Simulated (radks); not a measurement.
Question: Excited configurations of Cl II: one electron is placed in a higher orbital outside [Ne] 3s2 3p3. The ground configuration is [Ne] 3s2 3p4. All-electron calculation, scalar-relativistic Kohn-Sham, PBEsol, spin-polarised, spherical densities, finite nucleus; open shells are filled with parallel spins first; Fermi nuclear charge, rms radius 3.3654 fm. Program: a radial shooting solver on a logarithmic mesh with Libxc functionals. Excitation = E - E(ground); binding = E(ion) - E, where the ion is the core of charge +2; n* = 2/sqrt(2 binding) in atomic units, and the quantum defect is n - n*.

| outer orbital | excitation (eV) | binding (eV) | n* | quantum defect | eigenvalue (eV) | <r> (bohr) |
|---|---|---|---|---|---|---|
| 3d | 13.222 | 10.379 | 2.290 | 0.710 | -6.246 | 2.604 |
| 4s | 13.093 | 10.508 | 2.276 | 1.724 | -8.226 | 4.055 |
| 4p | 15.581 | 8.020 | 2.605 | 1.395 | -6.180 | 4.865 |
| 4d | 18.545 | 5.057 | 3.281 | 0.719 | -3.807 | 6.943 |
| 4f | 20.023 | 3.578 | 3.900 | 0.100 | -2.583 | 8.564 |
| 5s | 18.311 | 5.290 | 3.207 | 1.793 | -4.222 | 8.086 |
| 5d | 20.505 | 3.096 | 4.193 | 0.807 | -2.421 | 12.39 |
| 6s | 20.417 | 3.184 | 4.134 | 1.866 | -2.584 | 13.45 |
| 6p | 20.846 | 2.755 | 4.444 | 1.556 | -2.222 | 15.15 |
| 6d | 21.497 | 2.104 | 5.086 | 0.914 | -1.681 | 19.11 |
| 6f | 21.873 | 1.728 | 5.612 | 0.388 | -1.361 | 22.02 |

Estimate the row for 7d.

Answer: excitation (eV) 22.080; binding (eV) 1.522; n* 5.981; quantum defect 1.019; eigenvalue (eV) -1.238; <r> (bohr) 27.15. The Delta-SCF ionisation energy is 23.601 eV (NIST Atomic Spectra Database: 23.814 eV, measured). Self-interaction in the functional shifts the binding energies and quantum defects, so they are the method's values and not measured ones. Open shells are spherical and high-spin; term and fine-structure splittings are not resolved.
